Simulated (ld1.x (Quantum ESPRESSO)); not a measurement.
Reading a pseudo-wave (V)

Columns: radius, all-electron u(r) and pseudo u(r) of the 4s shell (level -10.90 eV) of vanadium in the configuration [Ar] 3d3 4s1 4p0; PBE, scalar-relativistic, TM scheme, ld1.x (Quantum ESPRESSO) 7.5.

```csv
r (bohr),all-electron,pseudo
0.125,-0.0941,-0.0137
0.250,-0.1605,-0.0280
0.375,0.0097,-0.0436
0.500,0.1865,-0.0612
0.625,0.2829,-0.0815
0.750,0.2932,-0.1053
0.875,0.2396,-0.1335
1.000,0.1477,-0.1667
1.125,0.0379,-0.2054
1.250,-0.0757,-0.2496
1.375,-0.1844,-0.2990
1.500,-0.2832,-0.3520
1.625,-0.3696,-0.4066
1.750,-0.4428,-0.4601
1.875,-0.5030,-0.5097
2.000,-0.5507,-0.5528
2.125,-0.5871,-0.5875
2.250,-0.6133,-0.6133
2.375,-0.6304,-0.6304
2.500,-0.6395,-0.6395
2.625,-0.6417,-0.6417
2.750,-0.6379,-0.6379
2.875,-0.6292,-0.6292
3.000,-0.6163,-0.6163
3.125,-0.6000,-0.6000
3.250,-0.5809,-0.5809
```

(1) How many radial nodes do the two functions have?

(2) At about which radius was the pseudo-wave matched?

(3) Where does each function peak?

(4) Is the pseudo-wave norm-conserving?

Results:

(1) The all-electron 4s function has n − l − 1 = 3 (the table is too coarse to show those close to the nucleus); the pseudo-wave has 0, since the states of the same l below it are removed with the core.

(2) 2.50 bohr. The columns agree to 0.0005 from 2.12 bohr on; several derivatives are matched, so the curves merge somewhat inside the radius.

(3) Outermost all-electron maximum near 2.62 bohr, pseudo maximum near 2.62 bohr (to the table’s step).

(4) Yes: the TM scheme keeps the norm inside the radius equal to the all-electron one, which fixes the energy derivative of the logarithmic derivative at the level.
